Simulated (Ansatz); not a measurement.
The lowest singlet and triplet of NH (SMILES [NH]); geometries from B3LYP-D3(BJ)/def2-TZVP, each state relaxed from the structure named, with no frequency check, low spin by broken symmetry.
Singlet at the triplet's geometry (charge 0, multiplicity 1):
```xyz
2

N      0.0000     0.0000    -0.1302
H      0.0000     0.0000     0.9116
```

A positive gap puts the triplet lower; no zero-point energy. R- takes a restricted singlet, here one determinant of a half-filled degenerate or near-degenerate pair, which mixes singlet states. U- takes an unrestricted singlet (broken symmetry where lower, unprojected). The triplet is unrestricted in single-reference levels. Active spaces average the two states.

Correlated levels freeze the cores.

Run with Ansatz (a program for electronic structure). Values without a source in brackets are computed.

**Question.** One of these levels gives 38.31 kcal/mol for the gap E(singlet) − E(triplet), vertical, at the triplet's geometry. Which?
(A) R-HF/cc-pVDZ
(B) FIC-NEVPT4(SD) on SA-CASSCF(6,5)/cc-pVTZ
(C) U-r2SCAN/def2-TZVPP (spin-contaminated)
(D) R-CCSDT(Q)/cc-pVDZ

**Answer.** B, FIC-NEVPT4(SD) on SA-CASSCF(6,5)/cc-pVTZ. The others give 68.32 (R-HF/cc-pVDZ), 11.62 (U-r2SCAN/def2-TZVPP (spin-contaminated)), 42.10 (R-CCSDT(Q)/cc-pVDZ)

Doubts at one or more of the structures used: a restricted determinant that unrestricted orbitals would lower (R-HF/cc-pVDZ, R-CCSDT(Q)/cc-pVDZ); other coupled-cluster roots lie near (R-CCSDT(Q)/cc-pVDZ).
